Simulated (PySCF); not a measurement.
The group X on BH2-X is varied. Gas-phase values, no solvent. One relaxed conformer stands for each flexible species; it need not be the lowest. Strings in code marks are SMILES.

Computed with M06-2X/def2-TZVP (PySCF 2.14.0). Excitations are Tamm–Dancoff values on a coarser integration grid. The basis has no diffuse functions, so Rydberg states are missing or too high.

```
species                                         S1–T1 gap (TDA) (eV)  S1 oscillator strength  HOMO–LUMO gap (eV)
----------------------------------------------  --------------------  ----------------------  ------------------
X = H (`B`)                                                        –                       –               10.26
X = cyanomethyl (`BCC#N`)                                       0.57                   0.000                9.30
X = methyl (`BC`)                                               0.53                       ?               10.05
X = acetoxy (`CC(=O)OB` (B–O–C–O torsion 24°))                     ?                   0.002                9.76
X = methoxy (`BOC`)                                             0.45                   0.000               10.57
X = boryl (`BB`)                                                0.62                   0.003                9.12
X = fluoro (`FB`)                                                  ?                   0.000               10.62
X = propynyl                                                       ?                       ?                7.60
X = methoxycarbonyl (`BC(=O)OC`)                                0.67                   0.018                8.48
X = AlH2 (`[BH2][AlH2]`)                                           ?                       ?                7.19
X = trifluorosilyl (`B[Si](F)(F)F`)                             0.79                   0.005                8.58
X = bromo (`BrB`)                                               0.26                   0.000                   ?
```

### Question
What belongs in the gaps?

### Answer

- X = methyl (`BC`), S1 oscillator strength: 0.000
- X = acetoxy (`CC(=O)OB` (B–O–C–O torsion 24°)), S1–T1 gap (TDA) (eV): 0.42
- X = fluoro (`FB`), S1–T1 gap (TDA) (eV): 0.51
- X = propynyl, S1–T1 gap (TDA) (eV): 0.19
- X = propynyl, S1 oscillator strength: 0.000
- X = AlH2 (`[BH2][AlH2]`), S1–T1 gap (TDA) (eV): 0.82
- X = AlH2 (`[BH2][AlH2]`), S1 oscillator strength: 0.014
- X = bromo (`BrB`), HOMO–LUMO gap (eV): 8.35
